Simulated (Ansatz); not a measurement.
Name a neutral molecule of C, Cl, O, Sn and H with LUMO energy (PBE0/def2-TZVPP) between -2.70 and -2.40 eV and LUMO energy (B3LYP/def2-TZVPP) between -2.95 and -2.65 eV (Ansatz, PBE0-D4/def2-TZVP geometry).

`C[O][Sn][Cl]` (-2.48 eV, -2.70 eV); `CC(C)[O][Sn][Cl]` (-2.45 eV, -2.67 eV). Other molecules can fit too; these were computed, each in one conformer that needn't be the lowest.

B3LYP here is the variant with VWN-RPA as its local correlation; programs differ in this.
